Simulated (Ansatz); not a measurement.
Program: Ansatz. Geometries: PBE0-D4/def2-TZVP. ΔE: electronic, gas phase. CCSD(T)/CBS is the MP2 limit (def2-TZVPP, def2-QZVPP) plus CCSD(T) − MP2 in def2-TZVPP, frozen cores. This one scheme is used for every species. Functionals use def2-TZVPP. B3LYP here is the variant with VWN-RPA as its local correlation; programs differ in this. For Br outer-core shells are correlated without core-valence functions, which leaves a few kJ/mol of doubt a bond. Scalar relativity is left out up to krypton. Each species was taken in one conformer, which may not be the lowest.

`C[Si](N)(Cl)Br` + H₂S → `C[Si](N)(S)Cl` + HBr  (ligand exchange at the Si–Br bond)

| level | ΔE (kJ/mol) | difference from CCSD(T)/CBS |
| --- | --- | --- |
| PBE-D4 | 29.5 | -5.8 |
| r2SCAN-D4 | 32.6 | -2.7 |
| PBE0-D4 | 31.8 | -3.5 |
| ωB97X-V | 33.9 | -1.4 |
| ωB97M-V | 34.6 | -0.7 |
| B2PLYP | 34.4 | -0.9 |
| PBE | 30.4 | -4.9 |
| r2SCAN | 33.0 | -2.3 |
| PBE0 | 32.6 | -2.7 |
| B3LYP | 34.2 | -1.1 |
| MP2/def2-TZVPP | 34.5 | -0.8 |
| SCS-MP2/def2-TZVPP | 34.9 | -0.4 |
| CCSD/def2-TZVPP | 34.2 | -1.1 |
| CCSD(T)/def2-TZVPP | 32.7 | -2.6 |
| SCS-MP2/def2-QZVPP | 36.1 | 0.8 |
| HF/CBS(def2) | 41.2 | 5.9 |
| CCSD(T)/CBS | 35.3 | 0 |

Largest T1 diagnostic among the species: 0.010.

In def2-TZVPP, CCSD(T) changes the Hartree–Fock value by −8.5 kJ/mol (the triples alone add −1.5 kJ/mol) and MP2 by −6.6 kJ/mol.

CCSD(T)/CBS has its own doubt, a few kJ/mol and more with outer-core shells, so smaller differences from it don't rank the levels.
